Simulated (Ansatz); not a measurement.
Single points on the cluster Cd₂O₂⁻.

```yaml
crystal:
  periodic: [false, false, false]
  atoms:
    - {symbol: Cd, position_ang: [-1.004729, -0.112541, 2.301661]}
    - {symbol: Cd, position_ang: [0.741590, 0.358952, -0.277829]}
    - {symbol: O, position_ang: [-1.131292, -0.572763, 0.293884]}
    - {symbol: O, position_ang: [1.394441, 0.326352, -2.317717]}
basis:
  gaussian: {orbitals: def2-TZVPD, initial_orbitals: start.molden}
total_charge: -1
magnetization: {spin_polarized: true, initial_magnetization: 3}
hamiltonian: {xc: {name: LC-wPBE}}
scf: {omitted_lower_state_checks: [starts]}
output: {orbitals: {seedname: orbitals}}
```

The file start.molden holds the orbitals of an earlier run on this structure, at another level or in another basis.

```sh
$ ansatz run in.yaml --threads 4 --pin off --events-out ev --progress --plain --max-ram 3916MiB
```

It prints (some lines left out):

```
Functional definition: LC-wPBE
1106 factors; their error is unknown
272 factors; integrals over basis functions are off by at most 9.8e-5 eV
mean field evaluation 1: about -13222.0521 eV, gradient 5.6e0 eV
mean field evaluation 2: about -13222.2319 eV, gradient 3.0e-1 eV
mean field evaluation 4: about -13222.2308 eV, gradient 1.2e-2 eV
mean field evaluation 8: about -13222.2308 eV, gradient 8.3e-5 eV
mean field -13222.23075190 eV, -485.9080177826 hartree, gradient 5.5e-6 eV, S^2 3.788996; 0 other end points of the search recorded, 0 dependent functions left out
reference -13222.23075191 eV, -485.9080177828 hartree; 30, 27 occupied and 130, 133 virtual orbitals, 1106 factors
Total energy: -13222.23075191 eV, -485.9080177828 hartree
Checks for a lower state left out: starts
```

Run time 13 s (4 threads of Intel Xeon on a shared host).

The first input with `correlation: {method: mp2}` and without the key `hamiltonian` (abridged; 7.5 s):

```
Functional definition: HF
mean field -13155.72119968 eV, -483.4638368201 hartree, gradient 2.7e-6 eV, S^2 3.905624
2 core orbitals not correlated: weight in the atoms' cores, before any rotation towards them, 1.000 or more for the frozen orbitals, at most 0.000 for the correlated occupied ones
second order -38.62303671 eV of doubles, -0.00000000 eV of singles
Total energy: -13194.34423639 eV, -484.8832072397 hartree
Checks for a lower state left out: starts
```

As the first input, with `hamiltonian: {xc: {name: B3LYP}, dispersion: d4}` (abridged; 14 s):

```
Functional definition: B3LYP
mean field -13227.31193455 eV, -486.0947478008 hartree, gradient 8.1e-6 eV, S^2 3.774440
Total energy: -13227.49485404 eV, -486.1014699678 hartree
Checks for a lower state left out: starts
```

The first input with `hamiltonian: {xc: {name: CAM-B3LYP}, dispersion: d4}` (abridged; 18 s):

```
Functional definition: CAM-B3LYP
mean field -13221.11342498 eV, -485.8669567753 hartree, gradient 7.7e-6 eV, S^2 3.784388
Total energy: -13221.21132829 eV, -485.8705546559 hartree
Checks for a lower state left out: starts
```

The first input with `hamiltonian: {xc: pbe0, dispersion: d4}` (abridged; 15 s):

```
Functional definition: PBE0
mean field -13219.28045497 eV, -485.7995963701 hartree, gradient 5.5e-6 eV, S^2 3.779438
Total energy: -13219.37395106 eV, -485.8030322879 hartree
Checks for a lower state left out: starts
```

As the first input, with `hamiltonian: {xc: {name: wB97M-V}}` (abridged; 45 s):

```
Functional definition: wB97M-V
mean field -13219.42186635 eV, -485.8047931425 hartree, gradient 9.3e-6 eV, S^2 3.788102
Total energy: -13219.42190941 eV, -485.8047947250 hartree
Checks for a lower state left out: starts
```

First input, but with `hamiltonian: {xc: pbe, dispersion: d4}` (abridged; 9.1 s):

```
Functional definition: PBE
mean field -13220.36492958 eV, -485.8394500768 hartree, gradient 5.2e-6 eV, S^2 3.762491
Total energy: -13220.47518070 eV, -485.8435017307 hartree
Checks for a lower state left out: starts
```

Geometry: PBE0-D4/def2-TZVPD.

In the def2 sets Cd takes a core potential; there is no spin–orbit coupling. LC-ωPBE has ω = 0.4 bohr⁻¹. B3LYP takes the VWN-RPA correlation. Correlated methods freeze 2 core orbitals; core or outer-core shells of Cd are correlated, in sets that lack core-valence functions. At MP2/def2-TZVPD the charge -1 quartet is spin-contaminated (final ⟨S²⟩ up to 3.91, 3.75 for a pure state). At PBE-D4/def2-TZVPD the highest occupied level of the charge -1 quartet lies above zero (up to 0.60 eV). The electron is either unbound and held by the finite basis, or the level is raised by self-interaction error. At PBE0-D4/def2-TZVPD a doublet of charge -1 lies 1.30 eV below the quartet, each at its own geometry. The structure comes from a short search, and lower isomers may exist.
